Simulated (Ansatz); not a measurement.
Si(OMe)2 (C₂H₆O₂Si), 11 atoms. Hardware: 2 threads of Intel Xeon Platinum 8259CL on a shared host.

Correlated methods freeze 9 core orbitals.

(1) How many basis functions does each of these Ansatz runs have, and roughly what does it cost? PBE0-D4/def2-SVP, charge 0 singlet, energy with a search over starts; BLYP-D4/def2-TZVP, charge 0 singlet, energy, from earlier orbitals; PBE0-D4/def2-SVP, charge 0 singlet, energy, from earlier orbitals; CCSD(T)/def2-SVP, charge 0 singlet, energy, from earlier orbitals; HF/STO-3G, charge 0 singlet, energy; PBE0-D4/def2-TZVP, charge 0 singlet, energy, from earlier orbitals; PBE0-D4/def2-SVP, charge 0 singlet, relaxation, 10 steps; HF/def2-TZVP, charge 0 singlet, energy, from earlier orbitals; PBE-D4/def2-SVP, charge 0 singlet, energy, from earlier orbitals; r2SCAN-D4/def2-TZVP, charge 0 singlet, energy, from earlier orbitals; MP2/def2-TZVP, charge 0 singlet, energy, from earlier orbitals; CAM-B3LYP-D4/def2-TZVP, charge 0 singlet, energy, from earlier orbitals.

Results:

(1) Other jobs shared the machine, so times can vary by a factor of up to 3. A dash marks memory too small to be measured apart from the calling script's.

| run | functions | fitting or Cholesky vectors | wall time | peak host memory (GiB) |
| --- | --- | --- | --- | --- |
| HF/STO-3G, charge 0 singlet, energy | 35 | 471 | 0.25 s | – |
| PBE-D4/def2-SVP, charge 0 singlet, energy, from earlier orbitals | 104 | 1146 | 1.6 s | – |
| PBE0-D4/def2-SVP, charge 0 singlet, energy, from earlier orbitals | 104 | 1146 | 2 s | – |
| PBE0-D4/def2-SVP, charge 0 singlet, energy with a search over starts | 104 | 1146 | 2.2 s | – |
| HF/def2-TZVP, charge 0 singlet, energy, from earlier orbitals | 197 | 1402 | 2.3 s | – |
| BLYP-D4/def2-TZVP, charge 0 singlet, energy, from earlier orbitals | 197 | 1178 | 2.6 s | – |
| MP2/def2-TZVP, charge 0 singlet, energy, from earlier orbitals | 197 | 1322 | 3.6 s | – |
| PBE0-D4/def2-TZVP, charge 0 singlet, energy, from earlier orbitals | 197 | 1194 | 3.7 s | – |
| CAM-B3LYP-D4/def2-TZVP, charge 0 singlet, energy, from earlier orbitals | 197 | 1187 | 4.1 s | – |
| r2SCAN-D4/def2-TZVP, charge 0 singlet, energy, from earlier orbitals | 197 | 1178 | 4.2 s | – |
| CCSD(T)/def2-SVP, charge 0 singlet, energy, from earlier orbitals | 104 | 1027 | 8.5 s | – |
| PBE0-D4/def2-SVP, charge 0 singlet, relaxation, 10 steps | 104 | 1108 | 33 s | – |
